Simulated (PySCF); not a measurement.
A PySCF script (with the pyscf-properties extension) for the NMR shieldings of `InChI=1S/C7H13FSi/c1-2-3-7(6-8)4-5-9/h3,7H,1,4-6H2,9H3/t7-/m0/s1`, on a GFN2-xTB geometry:

```python
import basis_set_exchange as bse
import numpy as np
from pyscf import gto, dft
from pyscf.prop import nmr

atoms = """
C    -3.609339    1.683507    0.626162
C    -2.646379    0.836336    0.800600
C    -1.672890   -0.004039    0.958711
C    -0.705188   -0.389477   -0.133147
C    -0.783019   -1.899500   -0.368482
F    -0.399939   -2.594714    0.753425
C     0.714844    0.056911    0.252749
C     1.711673   -0.020876   -0.899050
Si    3.432948    0.629002   -0.412453
H    -3.474633    2.739371    0.801003
H    -4.592627    1.371811    0.310872
H    -1.504889   -0.480751    1.915411
H    -1.000593    0.100335   -1.067385
H    -0.116644   -2.216929   -1.176628
H    -1.809966   -2.206853   -0.593368
H     1.061004   -0.559622    1.084908
H     0.657700    1.089015    0.607669
H     1.801005   -1.053263   -1.241043
H     1.325570    0.553472   -1.744711
H     4.319414    0.525352   -1.573281
H     3.962911   -0.168648    0.693840
H     3.318624    2.028944    0.002563
"""
names = dict.fromkeys(["C", "F", "Si", "H"], "pcSseg-1")
basis = {el: gto.basis.parse(bse.get_basis(n, elements=[el], fmt="nwchem")) for el, n in names.items()}
mol = gto.M(atom=atoms, basis=basis, charge=0, verbose=0)
mf = dft.RKS(mol, xc="PBE0")
mf.grids.level = 2
mf.grids.alignment = dft.numint.BLKSIZE   # the property module wants whole blocks of grid points
mf.conv_tol = 1e-9
mf.kernel()

calc = nmr.RKS(mf)   # GIAO
C = mf.mo_coeff
Co = C[:, mf.mo_occ > 0]
resp = mf.gen_response(singlet=True, hermi=2)
def vind(x):   # induced exchange potential for any number of trial vectors
    d = np.einsum("pi,xij,qj->xpq", C, 2 * x.reshape(-1, C.shape[1], Co.shape[1]), Co, optimize=True)
    return np.einsum("xpq,pi,qj->xij", resp(d - d.transpose(0, 2, 1)), C, Co, optimize=True).ravel()
mo1, _ = nmr.rhf.solve_mo1(calc, with_cphf=vind)
sigma = calc.kernel(mo1)
for i, s in enumerate(sigma):   # ppm
    w = np.linalg.eigvalsh((s + s.T) / 2)
    print("%2d %-2s iso %8.1f  s11 %8.1f  s22 %8.1f  s33 %8.1f" % (i, mol.atom_pure_symbol(i), w.mean(), *w))
```

Q: What does it print?

A: 
```
 0 C  iso    109.3  s11     23.4  s22    133.5  s33    171.0
 1 C  iso    -32.2  s11    -69.8  s22    -39.1  s33     12.2
 2 C  iso     89.0  s11     -4.1  s22    110.0  s33    161.2
 3 C  iso    135.1  s11    123.6  s22    139.2  s33    142.4
 4 C  iso    101.6  s11     67.0  s22     84.7  s33    153.0
 5 F  iso    439.3  s11    403.4  s22    443.6  s33    470.8
 6 C  iso    156.2  s11    134.1  s22    154.3  s33    180.1
 7 C  iso    177.7  s11    163.4  s22    177.2  s33    192.6
 8 Si iso    419.0  s11    389.4  s22    399.5  s33    468.1
 9 H  iso     26.8  s11     24.5  s22     25.4  s33     30.5
10 H  iso     26.8  s11     24.5  s22     25.2  s33     30.7
11 H  iso     26.0  s11     23.4  s22     24.9  s33     29.7
12 H  iso     30.0  s11     26.3  s22     29.7  s33     33.9
13 H  iso     26.6  s11     23.2  s22     27.0  s33     29.7
14 H  iso     27.0  s11     22.7  s22     27.0  s33     31.4
15 H  iso     29.8  s11     25.3  s22     31.0  s33     33.1
16 H  iso     30.3  s11     24.0  s22     32.1  s33     34.8
17 H  iso     30.7  s11     25.1  s22     31.2  s33     35.9
18 H  iso     31.2  s11     26.0  s22     30.4  s33     37.2
19 H  iso     27.7  s11     24.2  s22     25.3  s33     33.7
20 H  iso     27.9  s11     24.4  s22     26.4  s33     32.9
21 H  iso     27.9  s11     24.4  s22     26.4  s33     32.9
```

These numbers come from an equivalent density-fitted implementation of the same equations, which agrees with the script to about 0.01 ppm for H and up to a few tenths of a ppm for heavy atoms, so last digits may differ.

Q: Turn these shieldings into chemical shifts. Scale: TMS for 13C (σref 186.93), 29Si (σref 349.16), 1H (σref 31.72); 19F (σref 170.95) against CFCl3 (reference shieldings calculated alike).

A: Averaging equivalent atoms: C 1: 219.1; C 2: 97.9; C 4: 85.4; C 0: 77.6; C 3: 51.9; C 6: 30.8; C 7: 9.2; F 5: -268.3; Si 8: -69.8; H 11: 5.68; H 13: 5.09; H 9/10: 4.91; H 14: 4.71; H 19/20/21: 3.88; H 15: 1.89; H 12: 1.74; H 16: 1.42; H 17: 0.99; H 18: 0.48 ppm. Unscaled 19F shifts against computed CFCl3 carry errors that often reach 10 to 50 ppm.

Size and cost of the density-fitted run: 225 basis functions, 45 s wall time on 1 thread of an Arm Neoverse V2, shared host; peak memory 1.1 GiB.
